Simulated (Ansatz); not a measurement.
The same molecule with X = C, Si, Ge, Sn. Ansatz, PBE0-D4/def2-TZVP geometries, multiplicity 1.

Elements past krypton have def2 core potentials. Scalar relativity is left out up to krypton.

```json
{"X": "C", "molecule": "`ClCCl`", "mean X–Cl bond length / Å": "1.762", "mean X–H bond length / Å": "1.086", "LUMO energy (PBE0/def2-TZVPP) / eV": "0.01", "HOMO–LUMO gap (PBE0/def2-TZVPP) / eV": "8.69", "LUMO energy (B3LYP/def2-TZVPP) / eV": "-0.29"}
{"X": "Ge", "molecule": "`[Cl][GeH2][Cl]`", "mean X–Cl bond length / Å": "2.140", "mean X–H bond length / Å": "1.528", "LUMO energy (PBE0/def2-TZVPP) / eV": "-0.69", "HOMO–LUMO gap (PBE0/def2-TZVPP) / eV": "8.32", "LUMO energy (B3LYP/def2-TZVPP) / eV": "-1.01"}
{"X": "Sn", "molecule": "`[Cl][SnH2][Cl]`", "mean X–Cl bond length / Å": "2.316", "mean X–H bond length / Å": "1.695", "LUMO energy (PBE0/def2-TZVPP) / eV": "-1.37", "HOMO–LUMO gap (PBE0/def2-TZVPP) / eV": "7.57", "LUMO energy (B3LYP/def2-TZVPP) / eV": "-1.68"}
```

Task: Give the row for X = Si, `Cl[SiH2]Cl`. (Best estimate.)

Result: Computed: 
```json
{"X": "Si", "molecule": "`Cl[SiH2]Cl`", "mean X–Cl bond length / Å": "2.040", "mean X–H bond length / Å": "1.476", "LUMO energy (PBE0/def2-TZVPP) / eV": "0.05", "HOMO–LUMO gap (PBE0/def2-TZVPP) / eV": "9.15", "LUMO energy (B3LYP/def2-TZVPP) / eV": "-0.17"}
```

From C to Sn the mean X–Cl bond length rises at each step, by 0.554 Å in all; the mean X–H bond length rises at each step, by 0.609 Å in all; the LUMO energy (PBE0/def2-TZVPP) isn't monotonic: highest at Si, lowest at Sn; the HOMO–LUMO gap (PBE0/def2-TZVPP) isn't monotonic: highest at Si, lowest at Sn; the LUMO energy (B3LYP/def2-TZVPP) isn't monotonic: highest at Si, lowest at Sn. Bonds lengthen as the atom grows down the group.

B3LYP here is the variant with VWN-RPA as its local correlation; programs differ in this.
